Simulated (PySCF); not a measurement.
Species: [WNCl4]2- (charge -2 and doublet state).
Structure used (PBE0-D3(BJ)/def2-SVP), in Å, numbered top down from 1:
```
atom  x, y, z in Å
W1     0.0002   -0.0005    0.1476
N2     0.0029   -0.0087    1.8208
Cl3    2.3850    0.0059   -0.4958
Cl4   -0.0047    2.3886   -0.4806
Cl5   -2.3867   -0.0022   -0.4885
Cl6    0.0034   -2.3831   -0.5036
```

Computed with PBE0-D3(BJ)/def2-SVP geometry optimisation, gas phase, def2 core potentials past Kr (PySCF).

Problem. Which atoms are bound to W1, and at what distances?

Solution. 5 atoms: N2 1.673 Å, Cl6 2.470 Å, Cl3 2.470 Å, Cl5 2.470 Å, Cl4 2.470 Å.

Problem. List the angles at W1.

Solution. 
```csv
angle,degrees,distance of the outer atoms (Å)
Cl4–W1–Cl6,150.0,4.77
Cl3–W1–Cl5,150.0,4.77
N2–W1–Cl5,105.0,3.32
N2–W1–Cl4,105.0,3.32
N2–W1–Cl6,105.0,3.32
N2–W1–Cl3,105.0,3.32
Cl4–W1–Cl5,86.2,3.37
Cl3–W1–Cl4,86.2,3.37
Cl5–W1–Cl6,86.1,3.37
Cl3–W1–Cl6,86.1,3.37
```

Problem. What is the shape at W1?

Solution. Square pyramidal: τ5 = (β − α)/60° = 0.00 from the two widest angles, 150.0° and 150.0° (0 for a square pyramid, 1 for a trigonal bipyramid).

Problem. What are the rotational constants (commonest isotopes, rigid rotor)?

Solution. A = 1049, B = 1049, C = 634.7 MHz: an oblate symmetric top.

Point group: C4v (every atom within 0.08 Å of its image). Charge -2, doublet. ⟨S²⟩ = 0.761 (exact for a doublet: 0.75). Whether so highly charged an anion holds all its electrons in the gas phase wasn't checked; a finite basis holds them in any case. No counter-ion or solvent screens the charge of this multiply charged ion. No frequency check.

Caution for open-shell metal species: one SCF solution and one stationary point were followed, and a lower state or a bent or distorted shape isn't ruled out.
